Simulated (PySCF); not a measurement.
Question: Give a PBE0-D3(BJ)/def2-SVP geometry of `P(P(C(F)(F)F)C(F)(F)F)(F)F` ((CF3)2P-PF2).

Answer: 
Z-matrix in Å and degrees, rows numbered from 1:
```
F 
P   1  1.6073
F   2  1.6105  1   98.87
P   2  2.2759  1   94.99  3   -94.94
C   4  1.9007  2   95.89  1   160.61
F   5  1.3306  4  110.05  2   146.06
F   5  1.3363  4  113.86  2    24.86
F   5  1.3279  4  108.84  2   -95.14
C   4  1.8984  2   93.83  1  -101.59
F   9  1.3248  4  111.12  2   173.95
F   9  1.3301  4  114.70  2   -63.22
F   9  1.3406  4  106.98  2    55.92
```

P4 (three-coordinate phosphorus) is pyramidal (angles 97.3°, 95.9° and 93.8°, sum 287.1°, 1.03 Å off the plane of its three neighbours). P2 (three-coordinate phosphorus) is pyramidal (angles 98.9°, 95.0° and 94.1°, sum 287.9°, 0.90 Å off the plane of its three neighbours). Of the pairs four or more bonds apart, F7···F11 is among the closest relative to their van der Waals radii: 2.81 Å, 96 % of the sum of Bondi's values.

Level of theory: PBE0-D3(BJ)/def2-SVP geometry optimisation, gas phase in PySCF 2.14.0.

Point group: C1 (no symmetry element, even within 0.4 Å). No frequency check. The numbers are those of one conformer (F1–P2–P4–C5 161°).
